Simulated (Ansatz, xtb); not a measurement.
Isomers of C5H4F2OS in order of energy

4 gas-phase structures of C5H4F2OS, from a drawn sample of its isomers (lower ones may exist). Each was relaxed with GFN2-xTB; where two conformers were screened, the lower at r2SCAN-D4/def2-SVP is listed:

A. `FC(F)Oc1ccsc1`, a singlet
B. `FCOc1cc(F)cs1`, a singlet
C. `FCSc1ccoc1F`, a singlet
D. `COc1cc(F)sc1F`, a singlet

**Question.** Which do you expect lowest at r2SCAN-D4/def2-SVP, and how would the others follow?

**Answer.** Calculated order at r2SCAN-D4/def2-SVP: A (0.0), B (66.1), C (95.7), D (135.8) kJ/mol.

Energies above the lowest of each column, in kJ/mol; the last columns are at B3LYP-D3(BJ)/def2-SVP geometries and were run for some of them only (a dash: not run or not comparable):

```
structure  GFN2-xTB  HF/STO-3G  r2SCAN-D4/def2-SVP  B3LYP-D3(BJ)/def2-SVP  CCSD(T)/def2-SVP + ΔMP2/def2-TZVPP
        A       0.0        0.0                 0.0                    0.0                                 0.0
        B      22.1       15.8                66.1                   61.5                                67.6
        C      45.6       15.6                95.7                   86.7                                97.5
        D      66.2       32.2               135.8                      –                                   –
```

Every level run on A puts it lowest or level with the lowest. Flexible structures stand in one conformer each, not always the lowest. Frequencies (GFN2-xTB) were run for A, B, C alone. ΔMP2 is the change of the MP2 energy from the smaller to the larger basis.

Over these structures GFN2-xTB departs from r2SCAN-D4/def2-SVP by 20.5 kJ/mol on average once a common shift is removed. A GFN2-xTB relaxation took about 0.087 s and the r2SCAN-D4/def2-SVP energy about 2.4 s on a shared host (Ansatz 0.2.0, xtb 6.7.1).
